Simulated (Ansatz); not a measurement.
One change: `B[SiH](C)CC` becomes `B[SiH](C)B[SiH3]`.

Ansatz, PBE0-D4/def2-TZVP geometries, multiplicity 1. Each molecule was computed in one conformer, which needn't be the lowest.

| property | `B[SiH](C)CC` |
| --- | --- |
| LUMO energy (ωB97M-V/def2-TZVPP) / eV | -0.25 |
| HOMO–LUMO gap (PBE/def2-TZVPP) / eV | 3.33 |
| HOMO–LUMO gap (B3LYP/def2-TZVPP) / eV | 5.16 |
| HOMO–LUMO gap (ωB97M-V/def2-TZVPP) / eV | 9.64 |
| LUMO energy (B3LYP/def2-TZVPP) / eV | -2.38 |
| LUMO energy (PBE0/def2-TZVPP) / eV | -2.17 |

Task: Give the same properties after the change, and the shifts. (Best estimate.)

Result: The calculation gave: 
```tsv
property	`B[SiH](C)B[SiH3]`	shift
LUMO energy (ωB97M-V/def2-TZVPP) / eV	-1.23	-0.98
HOMO–LUMO gap (PBE/def2-TZVPP) / eV	2.33	-1.00
HOMO–LUMO gap (B3LYP/def2-TZVPP) / eV	3.96	-1.20
HOMO–LUMO gap (ωB97M-V/def2-TZVPP) / eV	8.28	-1.36
LUMO energy (B3LYP/def2-TZVPP) / eV	-3.30	-0.92
LUMO energy (PBE0/def2-TZVPP) / eV	-3.15	-0.98
```

With PBE0 the HOMO rises by 0.27 eV and the LUMO falls by 0.98 eV, so the gap narrows by about 1.25 eV. PBE moves the HOMO by 0.11 eV and ωB97M-V by 0.40 eV.

B3LYP here is the variant with VWN-RPA as its local correlation; programs differ in this.
